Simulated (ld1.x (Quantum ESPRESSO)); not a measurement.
## caesium (Cs), PAW: configuration errors across variants

```
Element                 : Cs (Z = 55)
Generator               : ld1.x (Quantum ESPRESSO) 7.5
Type                    : PAW
Functional              : PBEsol
Relativity              : scalar-relativistic
Frozen core             : [Kr] 4d10
Valence charge          : 9
Reference configuration : 5s2 5p6 5d0 6s0 6p0 (charge +1)
Partial waves           : 5s (bound): rcut 2.20, rcutus 2.70 bohr; 6s (bound, empty): rcut 2.20, rcutus 2.70 bohr; 5p (bound): rcut 2.70, rcutus 3.25 bohr; 6p (bound, empty): rcut 2.70, rcutus 3.25 bohr; 5d (bound, empty): rcut 2.00, rcutus 2.70 bohr; 5d channel at 1 Ry: rcut 2.00, rcutus 2.70 bohr
Local potential         : all-electron potential smoothed inside 2.20 bohr (lloc = -2)
Core correction         : Bessel-smoothed model core inside 2.60 bohr
Augmentation charge     : BESSEL, radius 2.15 bohr
```

All-electron excitation energies from the reference (eV): (1) 5s2 5p6 5d0 6s1 6p0 -3.792; (2) 5s2 5p6 5d0 6s0.5 6p0 -2.335; (3) 5s2 5p6 5d0 6s0 6p1 -2.440; (4) 5s1 5p6 5d0 6s1 6p0 27.947; (5) 5s2 5p6 5d1 6s0 6p0 -2.130; (6) 5s2 5p6 5d0.5 6s0.5 6p0 -2.948; (7) 5s2 5p5 5d0 6s1 6p0 14.101.

The overlap operator is not positive definite (basis up to 400 Ry) in “base”, “core correction a·sin(br)/r model core, default radius (ld1.x builds one for every PAW set, though the input has nlcc=.false.)”, “type ultrasoft; local potential all-electron potential smoothed inside 2.55 bohr (lloc = -1); augmentation PSQ, inside the norm-conserving radii”, “augmentation BESSEL, radius 1.75 bohr”, “wave 5d channel at 1 Ry: rcut 2.00, rcutus 2.70 bohr becomes 5d channel at -0.22 Ry: rcut 2.00, rcutus 2.70 bohr”, “waves 5d (bound): rcut 2.00, rcutus 2.34 bohr; 5d channel at 1 Ry: rcut 2.00, rcutus 2.34 bohr”, “local potential all-electron potential smoothed inside 3.06 bohr (lloc = -2)”. Such files are unfit for use, however small their errors in these radial tests.

Tests that are not counted but printed errors over 1 eV. “type ultrasoft; local potential all-electron potential smoothed inside 2.55 bohr (lloc = -1); augmentation PSQ, inside the norm-conserving radii”: 5s1 5p6 5d0 6s1 6p0 (an occupied level unbound or not found, printed error -5.4 eV).

4 further variants failed, have other tests or another functional or relativity, and are left out.

Errors AE − PS in meV (a dash: test not solved or not reliable):

| change | (1) | (2) | (3) | (4) | (5) | (6) | (7) | bound ghosts |
| --- | --- | --- | --- | --- | --- | --- | --- | --- |
| base | -0.6 | -0.1 | +0.2 | -38 | -1.0 | -0.7 | -17 | not determined (overlap not positive) |
| waves 5s (bound): rcut 2.10, rcutus 2.22 bohr; 6s (bound): rcut 2.10, rcutus 2.22 bohr | +0.2 | +0.1 | +0.2 | +1.9 | -1.0 | -0.4 | -4.2 | none |
| core correction a·sin(br)/r model core, default radius (ld1.x builds one for every PAW set, though the input has nlcc=.false.) | -0.6 | -0.1 | +0.2 | -37 | -1.0 | -0.6 | -17 | not determined (overlap not positive) |
| type ultrasoft; local potential all-electron potential smoothed inside 2.55 bohr (lloc = -1); augmentation PSQ, inside the norm-conserving radii | 0.0 | +0.1 | +0.3 | – | -0.6 | -0.5 | – | not determined (overlap not positive) |
| augmentation BESSEL, radius 1.75 bohr | -0.5 | -0.1 | +0.2 | – | – | – | – | not determined (overlap not positive) |
| wave 5d channel at 1 Ry: rcut 2.00, rcutus 2.70 bohr becomes 5d channel at -0.22 Ry: rcut 2.00, rcutus 2.70 bohr | -0.6 | -0.1 | +0.2 | -38 | -1.0 | -0.7 | -17 | not determined (overlap not positive) |
| waves 5d (bound): rcut 2.00, rcutus 2.34 bohr; 5d channel at 1 Ry: rcut 2.00, rcutus 2.34 bohr | -0.6 | -0.1 | +0.2 | -38 | -1.0 | -0.7 | -17 | not determined (overlap not positive) |
| local potential all-electron potential smoothed inside 3.06 bohr (lloc = -2) | +0.2 | +0.1 | +0.3 | -15 | -0.9 | -0.4 | -12 | not determined (overlap not positive) |

(1) Give the same row for: local potential all-electron potential smoothed inside 2.55 bohr (lloc = -2).

Results:

(1) +0.7, +0.3, +0.4, +5.3, -0.9, -0.2, -8.3; bound ghosts: none.
